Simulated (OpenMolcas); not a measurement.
A run on Au6+ among 6 point charges of -1.5 e arranged as a tetragonal octahedron (D4h), 2.03 Å from the ion, with the axial distance 1.827 Å.

- Program: OpenMolcas
- Method: CASSCF
- Basis: ANO-RCC-VDZP [7s6p4d2f]
- Scalar Hamiltonian: DKH2, point nucleus
- Active space: 5 electrons in 5 orbitals (5d)
- State averaging: 2S+1 = 6 even, 1 root; 2S+1 = 4 even, 24 roots; 2S+1 = 2 even, 75 roots
- Spin-orbit coupling: state interaction with AMFI integrals over the reference wave functions

59 basis functions. Blocks (2S+1, parity, CSFs, roots kept): 6, even, 1, 1; 4, even, 24, 24; 2, even, 75, 75.

How long do the RASSCF and RASSI steps take on 1 thread of Arm Neoverse V1 (shared host)?

About 26 s of wall time, without the integral step.
